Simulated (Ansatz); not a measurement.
CH5FSeSi, SMILES `C[Se][SiH2]F`, relaxed with RKS PBE-D4/def2-SVP in Ansatz from a rough embedded geometry. The force threshold is 0.03 eV/Å; the program also tests the step.

The species carries charge 0 and has multiplicity 1.

Start:

```xyz
9

C     0.554    1.270   -0.634
Se   -1.237    0.745   -0.351
Si   -0.577   -1.240    0.615
F    -2.005   -2.016    1.122
H     1.162    1.332    0.315
H     1.116    0.530   -1.330
H     0.617    2.277   -1.159
H     0.159   -1.975   -0.335
H     0.211   -0.923    1.757
```

Task: How much energy does the relaxation release, and in how many steps? (Best estimate.)

Result: The calculation gave: 8.96 kcal/mol, in 5 steps.

Task: Which bonds change most? (Estimate.)

Result: Computed: Si3–H8 from 1.408 to 1.505 Å; C1–Se2 from 1.888 to 1.981 Å; Si3–H9 from 1.424 to 1.505 Å; Si3–F4 from 1.703 to 1.638 Å.

Task: Give the relaxed structure. (Best estimate.)

Result: Computed: 
```xyz
9

C     0.627    1.295   -0.673
Se   -1.246    0.755   -0.323
Si   -0.624   -1.220    0.637
F    -1.991   -2.013    1.066
H     1.193    1.396    0.272
H     1.125    0.576   -1.350
H     0.572    2.281   -1.169
H     0.142   -2.077   -0.334
H     0.202   -0.992    1.874
```
